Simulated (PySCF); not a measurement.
## Kr¹⁵⁺: ionisation energy

Kr¹⁵⁺ [Ar] 3d3 (4F) → Kr¹⁶⁺ [Ar] 3d2 (3F), as a difference of total energies. Calculation: PySCF 2.14, in an even-tempered Gaussian basis (19 s from 1.1 bohr⁻², ratio 2.5; 12 p from 1.4 bohr⁻², ratio 2.5; 8 d from 1.4 bohr⁻², ratio 2.5; 4 f from 5.7 bohr⁻², ratio 2.7; 4 g from 8.6 bohr⁻², ratio 2.7); scalar relativity by spin-free X2C-1e. Correlated levels: outer shells: [Ne] frozen; virtual orbitals above 40 to 60 times the deepest correlated orbital energy dropped. The calculations carry no spin-orbit coupling.

```json
{"method": "UHF", "ionisation energy (eV)": "540.16"}
{"method": "LDA", "ionisation energy (eV)": "541.10"}
{"method": "PBE", "ionisation energy (eV)": "540.79"}
{"method": "PBE0", "ionisation energy (eV)": "541.02"}
{"method": "r2SCAN", "ionisation energy (eV)": "541.63"}
{"method": "MP2 (outer shells)", "ionisation energy (eV)": "540.73"}
{"method": "SCS-MP2 (outer shells)", "ionisation energy (eV)": "540.47"}
```

**Question.** How much does correlation contribute at MP2 (outer shells)?

**Answer.** 540.73 − (540.16) = 0.57 eV, measured against UHF.

A first-order spin-orbit estimate (lowest level to lowest level, LS coupling) adds -0.069 eV.

Breit and QED terms and the two-electron picture change are absent.

For comparison: 540 ± 3 eV (theoretical estimate listed by NIST; NIST Atomic Spectra Database, ionization energies).
